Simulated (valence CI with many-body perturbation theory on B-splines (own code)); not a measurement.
K14+: one-electron terms

Method: relativistic CI+MBPT: three valence electrons over a frozen Dirac-Fock core [He], a basis of 11 s, 11 p, 10 d, 8 f, 5 g, 2 h functions for each j, with the one-electron correlation potential Σ1, the two-electron term Σ2, the three-electron term Σ3, Breit, model QED; selected CI, second order for the rest, scaled by the run's own slope (own B-spline code, finite nucleus).

No measured levels were compared; by estimate levels of excited configurations hold to 0.05 to 0.15 % of their energy, terms of the ground configuration to about 0.5 %.

These are the spectroscopic orbitals of the CI (the correlating ones are not listed), shaped by the core and the other valence electrons. h is the expectation value of the core's Dirac-Fock operator, without the valence repulsion; Σ1 is computed up to l = 3 at one energy for each symmetry, that of its lowest orbital but kept below the first core excitation, so for empty shells it is not the orbital's own correlation shift; Breit and QED include the response of the core.

| Orbital | h (hartree) | Σ1 (cm⁻¹) | Breit (cm⁻¹) | QED (cm⁻¹) | ⟨r⟩ (bohr) |
| --- | --- | --- | --- | --- | --- |
| 2s1/2 | -37.98 | -1088 | 1489 | 1106 | 0.3476 |
| 3s1/2 | -16.549 | -251 | 410 | 313 | 0.8132 |
| 4s1/2 | -9.202 | -93.9 | 161 | 124 | 1.488 |
| 5s1/2 | -5.8509 | -45.7 | 79.8 | 61.7 | 2.360 |
| 6s1/2 | -4.0456 | -25.7 | 45.3 | 35.1 | 3.431 |
| 7s1/2 | -2.9632 | -15.9 | 28.2 | 21.9 | 4.701 |
| 2p1/2 | -36.713 | -2429 | 2804 | -79.8 | 0.3007 |
| 3p1/2 | -16.177 | -521 | 759 | -22.0 | 0.7810 |
| 4p1/2 | -9.0485 | -196 | 304 | -8.8 | 1.466 |
| 5p1/2 | -5.7728 | -95.4 | 152 | -4.4 | 2.350 |
| 6p1/2 | -4.0006 | -53.7 | 86.8 | -2.5 | 3.433 |
| 7p1/2 | -2.935 | -33.3 | 54.2 | -1.6 | 4.713 |
| 2p3/2 | -36.557 | -2359 | 1253 | -3.9 | 0.3025 |
| 3p3/2 | -16.131 | -506 | 330 | -0.9 | 0.7835 |
| 4p3/2 | -9.0293 | -190 | 131 | -0.4 | 1.470 |
| 5p3/2 | -5.763 | -92.7 | 65.4 | -0.2 | 2.354 |
| 6p3/2 | -3.9949 | -52.2 | 37.3 | -0.1 | 3.438 |
| 7p3/2 | -2.9315 | -32.4 | 23.3 | -0.1 | 4.719 |
| 3d3/2 | -15.959 | -196 | 19.8 | -3.4 | 0.6775 |
| 4d3/2 | -8.9568 | -82.9 | 10.7 | -1.4 | 1.373 |
| 5d3/2 | -5.7259 | -42.5 | 6.0 | -0.7 | 2.266 |
| 6d3/2 | -3.9735 | -24.6 | 3.6 | -0.4 | 3.360 |
| 7d3/2 | -2.918 | -15.5 | 2.4 | -0.3 | 4.650 |
| 3d5/2 | -15.945 | -194 | 5.8 | 2.7 | 0.6783 |
| 4d5/2 | -8.9511 | -82.1 | 3.1 | 1.1 | 1.374 |
| 5d5/2 | -5.723 | -42.0 | 1.7 | 0.6 | 2.268 |
| 6d5/2 | -3.9718 | -24.3 | 1.1 | 0.3 | 3.361 |
| 7d5/2 | -2.9169 | -15.3 | 0.7 | 0.2 | 4.652 |
| 4f5/2 | -8.9191 | -15.2 | 0.1 | -0.6 | 1.195 |
| 5f5/2 | -5.7083 | -8.6 | 0.1 | -0.3 | 2.093 |
| 6f5/2 | -3.9637 | -5.2 | 0.1 | -0.2 | 3.191 |
| 7f5/2 | -2.9119 | -3.4 | 0.0 | -0.1 | 4.487 |
| 4f7/2 | -8.9163 | -15.2 | 0.0 | 0.5 | 1.196 |
| 5f7/2 | -5.7069 | -8.6 | 0.0 | 0.3 | 2.093 |
| 6f7/2 | -3.9629 | -5.2 | 0.0 | 0.2 | 3.192 |
| 7f7/2 | -2.9114 | -3.4 | 0.0 | 0.1 | 4.488 |
| 5g7/2 | -5.702 |  | 0.0 | -0.2 | 1.832 |
| 6g7/2 | -3.9598 |  | 0.0 | -0.1 | 2.932 |
| 7g7/2 | -2.9093 |  | 0.0 | -0.1 | 4.230 |
| 5g9/2 | -5.7011 |  | 0.0 | 0.2 | 1.833 |
| 6g9/2 | -3.9593 |  | 0.0 | 0.1 | 2.932 |
| 7g9/2 | -2.909 |  | 0.0 | 0.1 | 4.231 |
| 6h9/2 | -3.9591 |  |  |  | 2.599 |
| 6h11/2 | -3.9587 |  |  |  | 2.600 |

Among the shells of the start configuration 2s2 2p1, Σ1 is largest in size for 2p1/2, where it is 0.030 % of h.

Lowest root of each symmetry, sizes in configuration state functions:

```tsv
J	Parity	Roots	Reference	Variational	Second order	Change by selected CI (cm⁻¹)	Change by second order (cm⁻¹)
1/2	even	28	82	15313	24472	-4068	0
3/2	even	35	120	25846	53623	-4014	-1
5/2	even	30	121	28606	71157	-4028	-1
7/2	even	15	89	22676	79863	-6961	-7
9/2	even	7	60	16999	63530	-7827	-3
11/2	even	2	26	8563	21750	-9408	-3
1/2	odd	25	80	15544	26868	-7418	-1
3/2	odd	35	122	23446	54373	-7400	-1
5/2	odd	24	116	25935	72682	-13026	-2
7/2	odd	12	92	22527	73442	-7292	-2
9/2	odd	3	55	12150	58818	-7194	-4
11/2	odd	1	29	7220	30099	-9336	-5
```
